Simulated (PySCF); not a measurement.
PySCF input for F3Sb, SMILES [F][Sb]([F])[F] (connectivity only; charge and spin as stated), charge +1, multiplicity 2, TDA-B3LYP/def2-SVPD. Geometry: B3LYP-D3(BJ)/def2-SVP. The multiplicity is an assumed one; other spin states were not compared. The isomer is the one that the SMILES or the coordinates give; other isomers of the formula were not compared. The def2 effective core potentials stand for the cores of Sb; spin–orbit coupling is left out.

```python
import numpy as np
from pyscf import gto, scf, dft, tdscf

mol = gto.M(
    atom='''
    Sb    0.00000000    0.00000000    0.25895457
    F    -1.51080476   -0.87226354   -0.48913640
    F    -0.00000001    1.74452706   -0.48913641
    F     1.51080476   -0.87226353   -0.48913641
    ''',
    basis='def2-SVPD',
    ecp={'Sb': 'def2-svp'},
    charge=1,
    spin=1,
    max_memory=1600,
    verbose=4,
)
mf = dft.UKS(mol, xc='b3lyp').density_fit(auxbasis='def2-universal-jkfit')
mf.grids.level = 3
mf.conv_tol = 1e-9
mf.max_cycle = 100
mf.kernel()
fine, coarse = mf.grids, dft.Grids(mol).set(level=1).build(with_non0tab=True)
for _ in range(3):  # follow internal instabilities
    mf.grids = coarse
    mo, _, stable, _ = mf.stability(return_status=True, nroots=4)
    mf.grids = fine
    if stable:
        break
    mf.kernel(mf.make_rdm1(mo, mf.mo_occ))
mf.grids = dft.Grids(mol).set(level=1).build(with_non0tab=True)  # coarser grid for the response kernel
td = tdscf.TDA(mf)
td.nstates = 10
td.conv_tol = 1e-4
td.kernel(x0=td.get_init_guess(mf, 15))
td.analyze(verbose=3)
```

Log of the run:

```
PySCF version 2.14.0

[INPUT] verbose = 4
[INPUT] num. atoms = 4
[INPUT] num. electrons = 49
[INPUT] charge = 1
[INPUT] spin (= nelec alpha-beta = 2S) = 1
[INPUT] symmetry False subgroup None
[INPUT] Mole.unit = angstrom
[INPUT] Symbol           X                Y                Z      unit          X                Y                Z       unit  Magmom
[INPUT]  1 Sb     0.000000000000   0.000000000000   0.258954570000 AA    0.000000000000   0.000000000000   0.489353216005 Bohr   0.0
[INPUT]  2 F     -1.510804760000  -0.872263540000  -0.489136400000 AA   -2.855007224089  -1.648339199044  -0.924333833556 Bohr   0.0
[INPUT]  3 F     -0.000000010000   1.744527060000  -0.489136410000 AA   -0.000000018897   3.296678360293  -0.924333852453 Bohr   0.0
[INPUT]  4 F      1.510804760000  -0.872263530000  -0.489136410000 AA    2.855007224089  -1.648339180146  -0.924333852453 Bohr   0.0

nuclear repulsion = 215.681779785322
number of shells = 39
number of NR pGTOs = 166
number of NR cGTOs = 101
basis = def2-SVPD
ecp = {'Sb': 'def2-svp'}


[settings echo left out]
init E= -513.93670993741
  alpha nocc = 25  HOMO = -0.900492609529661  LUMO = -0.716849367776632
  beta  nocc = 24  HOMO = -0.917661499085401  LUMO = -0.900492609529662

WARN: HOMO -0.900492609529661 >= LUMO -0.900492609529662

cycle= 1 E= -538.385941529384  delta_E= -24.4  |g|= 1.63  |ddm|= 8.48
  alpha nocc = 25  HOMO = -0.431501120819224  LUMO = -0.188348891865747
  beta  nocc = 24  HOMO = -0.751027565196671  LUMO = -0.399788922584822
  HOMO = -0.431501120819  LUMO = -0.399788922585  gap/eV = 0.86293
cycle= 2 E= -538.285852952617  delta_E=  0.1  |g|= 1.67  |ddm|= 6.24
  alpha nocc = 25  HOMO = -0.563564666192217  LUMO = -0.265917146900472
  beta  nocc = 24  HOMO = -0.598058772399914  LUMO = -0.488808847256941
  HOMO = -0.563564666192  LUMO = -0.488808847257  gap/eV = 2.03421
cycle= 3 E= -539.162187417002  delta_E= -0.876  |g|= 0.611  |ddm|= 2.01
  alpha nocc = 25  HOMO = -0.637179971216838  LUMO = -0.324989116587776
  beta  nocc = 24  HOMO = -0.701924801395794  LUMO = -0.55298133985724
  HOMO = -0.637179971217  LUMO = -0.552981339857  gap/eV = 2.29116
cycle= 4 E= -539.280414235174  delta_E= -0.118  |g|= 0.118  |ddm|= 0.514
  alpha nocc = 25  HOMO = -0.635801009099612  LUMO = -0.317007305061492
  beta  nocc = 24  HOMO = -0.685049320844909  LUMO = -0.539735912605611
  HOMO = -0.6358010091  LUMO = -0.539735912606  gap/eV = 2.61406
cycle= 5 E= -539.285568429309  delta_E= -0.00515  |g|= 0.0135  |ddm|= 0.121
  alpha nocc = 25  HOMO = -0.634208274146904  LUMO = -0.315668923051988
  beta  nocc = 24  HOMO = -0.685684446093968  LUMO = -0.536396426441232
  HOMO = -0.634208274147  LUMO = -0.536396426441  gap/eV = 2.66160
cycle= 6 E= -539.285690340456  delta_E= -0.000122  |g|= 0.00346  |ddm|= 0.0256
  alpha nocc = 25  HOMO = -0.634871937488843  LUMO = -0.315450818458457
  beta  nocc = 24  HOMO = -0.685366976418125  LUMO = -0.536405631275997
  HOMO = -0.634871937489  LUMO = -0.536405631276  gap/eV = 2.67940
cycle= 7 E= -539.285700977631  delta_E= -1.06e-05  |g|= 0.000998  |ddm|= 0.00831
  alpha nocc = 25  HOMO = -0.634997375761881  LUMO = -0.315559081254025
  beta  nocc = 24  HOMO = -0.685303875601937  LUMO = -0.536423637039441
  HOMO = -0.634997375762  LUMO = -0.536423637039  gap/eV = 2.68233
cycle= 8 E= -539.285701860784  delta_E= -8.83e-07  |g|= 0.000163  |ddm|= 0.00254
  alpha nocc = 25  HOMO = -0.634985284254782  LUMO = -0.315530999328447
  beta  nocc = 24  HOMO = -0.685274643212392  LUMO = -0.536421258788998
  HOMO = -0.634985284255  LUMO = -0.536421258789  gap/eV = 2.68206
cycle= 9 E= -539.285701908536  delta_E= -4.78e-08  |g|= 4.51e-05  |ddm|= 0.000602
  alpha nocc = 25  HOMO = -0.634985599082849  LUMO = -0.31553265518464
  beta  nocc = 24  HOMO = -0.685272946217509  LUMO = -0.536428002785399
  HOMO = -0.634985599083  LUMO = -0.536428002785  gap/eV = 2.68189
cycle= 10 E= -539.285701910081  delta_E= -1.55e-09  |g|= 5.04e-05  |ddm|= 0.00013
  alpha nocc = 25  HOMO = -0.63498499747201  LUMO = -0.315532248309692
  beta  nocc = 24  HOMO = -0.685272538705039  LUMO = -0.536428749581599
  HOMO = -0.634984997472  LUMO = -0.536428749582  gap/eV = 2.68185
cycle= 11 E= -539.285701910903  delta_E= -8.22e-10  |g|= 2.47e-05  |ddm|= 5.99e-05
  alpha nocc = 25  HOMO = -0.634984272831666  LUMO = -0.315531736976595
  beta  nocc = 24  HOMO = -0.685272009458255  LUMO = -0.536428857186273
  HOMO = -0.634984272832  LUMO = -0.536428857186  gap/eV = 2.68183
Extra cycle  E= -539.285701909714  delta_E= 1.19e-09  |g|= 6.27e-05  |ddm|= 6.79e-05
converged SCF energy = -539.285701909714  <S^2> = 0.75720388  2S+1 = 2.007191
tot grids = 23928
uhf_internal: lowest eigs of H = [0.17074016 0.17079412 0.19054856 0.1906065 ]
<class 'pyscf.df.df_jk.DFUKS'> wavefunction is stable in the internal stability analysis
tot grids = 23928


******** <class 'pyscf.tdscf.uks.TDA'> for <class 'pyscf.df.df_jk.DFUKS'> ********
nstates = 10
deg_eia_thresh = 1.000e-03
wfnsym = None
conv_tol = 0.0001
eigh lindep = 1e-12
eigh level_shift = 0
eigh max_cycle = 100


Excitation energies (eV)
[2.28557726 2.42769582 2.42794633 2.74662978 2.74663933 3.37719885
 4.40954792 4.40981773 6.74537343 7.43737103]

** Excitation energies and oscillator strengths **
Excited State   1:      2.28558 eV    542.46 nm  f=0.0000
Excited State   2:      2.42770 eV    510.71 nm  f=0.0000
Excited State   3:      2.42795 eV    510.65 nm  f=0.0000
Excited State   4:      2.74663 eV    451.40 nm  f=0.0108
Excited State   5:      2.74664 eV    451.40 nm  f=0.0108
Excited State   6:      3.37720 eV    367.12 nm  f=0.0140
Excited State   7:      4.40955 eV    281.17 nm  f=0.0339
Excited State   8:      4.40982 eV    281.15 nm  f=0.0339
Excited State   9:      6.74537 eV    183.81 nm  f=0.0195
Excited State  10:      7.43737 eV    166.70 nm  f=0.0758
```

Self-consistency was reached.
